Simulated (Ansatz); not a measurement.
`CN(C)B(F)F` + CH₃SH → `CSB(F)F` + `CNC` at 400 K and 1 bar (ligand exchange at a B–N bond).

Computed with Ansatz on PBE0-D4/def2-TZVP structures; ΔE is electronic, products minus reactants. CBS: MP2 limit from def2 TZ/QZ plus the TZ coupled-cluster correction, frozen cores. This one scheme is used for every species. Each species was taken in one conformer, which may not be the lowest.

```csv
species,CCSD(T)/CBS energy (Eh),H − E (kJ/mol),S (J/(mol·K))
`CN(C)B(F)F`,-358.96075,277.8,366.8
CH₃SH,-438.22835,138.7,269.4
`CSB(F)F`,-662.16308,156.7,358.9
`CNC`,-135.00321,264.6,293.2
```

H − E and S are ideal-gas, rigid-rotor, harmonic terms from PBE0-D4/def2-TZVP, for one conformer and one mirror image of each species. 1 Eh = 2625.50 kJ/mol, R = 8.31446 J/(mol·K).

Q: By hand: ΔE, ΔH, ΔS and ΔG.

A: ΔE = (-662.16308) + (-135.00321) − (-358.96075) − (-438.22835) = 0.02281 Eh = 59.9 kJ/mol. Δ(H − E) = 156.7 + 264.6 − 277.8 − 138.7 = 4.8, so ΔH = 64.7 kJ/mol. ΔS = 358.9 + 293.2 − 366.8 − 269.4 = 15.9 J/(mol·K). ΔG = 64.7 − 400 × (15.9)/1000 = 58.3 kJ/mol.

Q: By hand: the equilibrium constant, and the temperature at which ΔG would vanish if ΔH and ΔS stayed fixed.

A: log₁₀ K = −ΔG/(RT ln 10) = -7.6. ΔG = 0 at ΔH/ΔS = 4069 K, far beyond where these terms or the molecules hold.

ΔH outweighs TΔS. A doubt of 5 kJ/mol in ΔE shifts log₁₀ K by 0.7 here. Other conformers and mirror images would add mixing entropy, several J/(mol·K) or more a flexible species. These are equilibria of isolated gas molecules and say nothing of rates. Largest T1 diagnostic: 0.012 (customary marks: 0.02 for closed shells, 0.045 for open ones).
